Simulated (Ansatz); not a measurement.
Gas-phase electronic energies from Ansatz, PBE0-D4/def2-TZVP geometries. CBS: MP2 limit from def2 TZ/QZ plus the TZ coupled-cluster correction, frozen cores. This one scheme is used for every species, atoms too. DFT in def2-TZVPP. HSE06 is defined as in plane-wave codes. No spin–orbit coupling; open shells (•) take unrestricted orbitals. Spin–orbit coupling would lower the free atoms: a little for Al, B, C; strongly for Te. Elements past krypton have def2 core potentials. Bonds to Te are less sure, by a few kJ/mol each and by 10 to 20 or more in all where they break to atoms, as the def2 sets lack core-valence functions. One conformer a species, not always the lowest.

Consider the atomization: `CB[Te][AlH2]` → Al• + B• + C• + 6 H• + Te•.

| level | ΔE (eV) | difference from CCSD(T)/CBS |
| --- | --- | --- |
| revPBE-D4 | 32.76 | -0.50 |
| BLYP-D4 | 32.88 | -0.38 |
| r2SCANh-D4 | 33.23 | -0.03 |
| HSE06-D4 | 33.20 | -0.06 |
| ωB97M-V | 33.11 | -0.15 |
| PBE | 33.19 | -0.07 |
| revPBE | 32.16 | -1.10 |
| BLYP | 32.39 | -0.87 |
| r2SCANh | 33.17 | -0.09 |
| r2SCAN0 | 33.00 | -0.26 |
| CCSD/def2-SVP | 31.18 | -2.08 |
| CCSD(T)/def2-SVP | 31.47 | -1.79 |
| HF/def2-TZVPP | 25.30 | -7.96 |
| SCS-MP2/def2-TZVPP | 32.59 | -0.67 |
| CCSD(T)/def2-TZVPP | 32.39 | -0.87 |
| HF/CBS(def2) | 25.33 | -7.93 |
| CCSD(T)/CBS | 33.26 | 0 |

Largest T1 diagnostic among the species: 0.018.

Leaving LDA and LC-ωPBE aside and taking each functional with its dispersion term where it has one, the values, not all of them listed here, spread over 0.86 eV, from BHLYP-D4 to B97M-V. LDA lies +3.97 eV from PBE without D4, its usual overbinding. At CCSD(T), def2-SVP lies −1.79 eV from the extrapolated value and def2-TZVPP −0.86 eV: correlation converges slowly with the basis, and small sets miss more of it in the bonded molecule than in its fragments.

For atomizations the MP2-based limit and the directly extrapolated one differ by several kJ/mol either way, and by 10 to 25 for some Ge, Se and Sn compounds, so smaller differences from it don't rank the levels.
